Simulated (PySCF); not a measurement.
CH₄ClInO, SMILES [In]([Cl])([OH])[CH3].

The structure is a stationary point at B3LYP-D3(BJ)/def2-SVP. The structure was generated by enumeration; whether it is a known compound was not checked. The def2 effective core potentials stand for the cores of In; spin–orbit coupling is left out. Other conformers were not sampled.

Method: PBE/def2-TZVP (PySCF).

Symmetry labels are those of the subgroup Cs that the program uses (full group Cs).

Computed valence orbital energies around the gap with their symmetry:
```
orbital  symmetry  energy (eV)
-------  --------  -----------
HOMO−7         A'       -10.42
HOMO−6         A"       -10.41
HOMO−5         A'        -9.67
HOMO−4         A'        -7.84
HOMO−3         A'        -7.54
HOMO−2         A"        -7.39
HOMO−1         A'        -6.96
HOMO           A"        -6.90
LUMO           A'        -2.37
LUMO+1         A"        -1.82
LUMO+2         A'        -0.13
LUMO+3         A'         0.09
```
